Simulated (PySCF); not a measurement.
## Correlation energy of Pb³⁺ (lead, charge +3)

[Xe] 4f14 5d10 6s1, 2S determinant. All numbers are calculated (PySCF 2.14, a scalar-relativistic core potential, in def2-TZVPPD with the def2 core potential (60 electrons) (7s5p4d2f, 56 functions)). Frozen: nothing; 19 electrons correlated.

```tsv
level	correlation energy (mhartree)
CCSD	-307.18
(T)	-4.37
CCSD(T)	-311.55
```

Diagnostics: T1 = 0.0059, D1 = 0.0138, largest double amplitude 0.015.

**Question.** Is a single reference adequate?

**Answer.** Yes, within this model without spin-orbit coupling: T1 lies below 0.03 and no double amplitude reaches 0.07.

The basis has no tight functions for the innermost shells, so their pair energies are far from complete.

This basis was not built for core-valence correlation, so the inner-shell part is incomplete.
